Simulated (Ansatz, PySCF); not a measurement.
Pulling on the Si2–Cl1 bond in Cl2H2Si (SMILES Cl[SiH2]Cl) (multiplicity 1 held, fragments rigid). Energies count from the point at 2.052 Å.
Geometry at that point (charge 0, multiplicity 1):
```xyz
5

Cl    -1.676     0.434    -0.004
Si    -0.011    -0.766     0.024
Cl     1.688     0.383    -0.022
H     -0.017    -1.541     1.273
H     -0.031    -1.617    -1.175
```

R- and RO- levels are restricted; in cc, def2 and unpolarised 6-31G sets they are followed outwards from rest. Active spaces are followed from a long bond inwards. Left out are points that failed, MP2 points in a non-variational dive below the minimum, coupled-cluster points behind a sign of a changed root (a jump of the amplitudes, or a one-step jump against full CI or MRCI), small-basis points behind a change of solution, and semi-empirical points at long bonds. Levels need not reach the same state.

Correlated levels freeze the cores. Rows in 3-21G, 6-31G* carry no dispersion term and start afresh at each structure (6-31G* with six Cartesian d functions). MP2/6-31G* freezes PySCF's default core.

Programs: Ansatz (an electronic-structure program); PySCF for 3-21G rows, 6-31G* rows. Each number belongs to the level named beside it.

Energies in kcal/mol.

```json
[
 {"R (Å)": "1.642", "R-HF/3-21G": "107.5", "R-r2SCAN/cc-pV(T+d)Z": "68.6", "R-MP2/6-31G*": "…", "CASSCF(6,4)/cc-pV(T+d)Z": "72.5", "FIC-MRCISD+Q on CASSCF(6,4)/cc-pV(T+d)Z": "71.1"},
 {"R (Å)": "1.847", "R-HF/3-21G": "25.8", "R-r2SCAN/cc-pV(T+d)Z": "11.5", "R-MP2/6-31G*": "12.6", "CASSCF(6,4)/cc-pV(T+d)Z": "12.9", "FIC-MRCISD+Q on CASSCF(6,4)/cc-pV(T+d)Z": "12.1"},
 {"R (Å)": "2.052", "R-HF/3-21G": "0.0", "R-r2SCAN/cc-pV(T+d)Z": "0.0", "R-MP2/6-31G*": "0.0", "CASSCF(6,4)/cc-pV(T+d)Z": "0.0", "FIC-MRCISD+Q on CASSCF(6,4)/cc-pV(T+d)Z": "0.0"},
 {"R (Å)": "2.257", "R-HF/3-21G": "-1.2", "R-r2SCAN/cc-pV(T+d)Z": "7.2", "R-MP2/6-31G*": "7.7", "CASSCF(6,4)/cc-pV(T+d)Z": "6.6", "FIC-MRCISD+Q on CASSCF(6,4)/cc-pV(T+d)Z": "7.4"},
 {"R (Å)": "2.462", "R-HF/3-21G": "8.0", "R-r2SCAN/cc-pV(T+d)Z": "21.2", "R-MP2/6-31G*": "22.8", "CASSCF(6,4)/cc-pV(T+d)Z": "20.3", "FIC-MRCISD+Q on CASSCF(6,4)/cc-pV(T+d)Z": "22.2"},
 {"R (Å)": "2.770", "R-HF/3-21G": "28.5", "R-r2SCAN/cc-pV(T+d)Z": "44.4", "R-MP2/6-31G*": "47.1", "CASSCF(6,4)/cc-pV(T+d)Z": "43.2", "FIC-MRCISD+Q on CASSCF(6,4)/cc-pV(T+d)Z": "46.6"},
 {"R (Å)": "3.078", "R-HF/3-21G": "50.2", "R-r2SCAN/cc-pV(T+d)Z": "64.9", "R-MP2/6-31G*": "…", "CASSCF(6,4)/cc-pV(T+d)Z": "63.3", "FIC-MRCISD+Q on CASSCF(6,4)/cc-pV(T+d)Z": "68.2"},
 {"R (Å)": "3.591", "R-HF/3-21G": "81.6", "R-r2SCAN/cc-pV(T+d)Z": "90.2", "R-MP2/6-31G*": "96.8", "CASSCF(6,4)/cc-pV(T+d)Z": "85.2", "FIC-MRCISD+Q on CASSCF(6,4)/cc-pV(T+d)Z": "93.2"},
 {"R (Å)": "4.104", "R-HF/3-21G": "105.3", "R-r2SCAN/cc-pV(T+d)Z": "105.7", "R-MP2/6-31G*": "115.8", "CASSCF(6,4)/cc-pV(T+d)Z": "93.7", "FIC-MRCISD+Q on CASSCF(6,4)/cc-pV(T+d)Z": "104.1"},
 {"R (Å)": "4.720", "R-HF/3-21G": "124.7", "R-r2SCAN/cc-pV(T+d)Z": "116.0", "R-MP2/6-31G*": "128.7", "CASSCF(6,4)/cc-pV(T+d)Z": "96.3", "FIC-MRCISD+Q on CASSCF(6,4)/cc-pV(T+d)Z": "107.4"},
 {"R (Å)": "5.541", "R-HF/3-21G": "139.9", "R-r2SCAN/cc-pV(T+d)Z": "122.3", "R-MP2/6-31G*": "133.1", "CASSCF(6,4)/cc-pV(T+d)Z": "96.8", "FIC-MRCISD+Q on CASSCF(6,4)/cc-pV(T+d)Z": "108.2"},
 {"R (Å)": "6.567", "R-HF/3-21G": "left out", "R-r2SCAN/cc-pV(T+d)Z": "125.2", "R-MP2/6-31G*": "…", "CASSCF(6,4)/cc-pV(T+d)Z": "96.8", "FIC-MRCISD+Q on CASSCF(6,4)/cc-pV(T+d)Z": "108.2"}
]
```

Problem. Some entries are withheld; supply them.

Solution. 
- 3.078, R-MP2/6-31G*: 68.8
- 6.567, R-MP2/6-31G*: 127.1
- 1.642, R-MP2/6-31G*: 74.1

Doubts at one or more of the structures used: a restricted determinant that unrestricted orbitals would lower (R-HF/3-21G, R-r2SCAN/cc-pV(T+d)Z, R-MP2/6-31G*); active orbitals that take no part (CASSCF(6,4)/cc-pV(T+d)Z, FIC-MRCISD+Q on CASSCF(6,4)/cc-pV(T+d)Z).
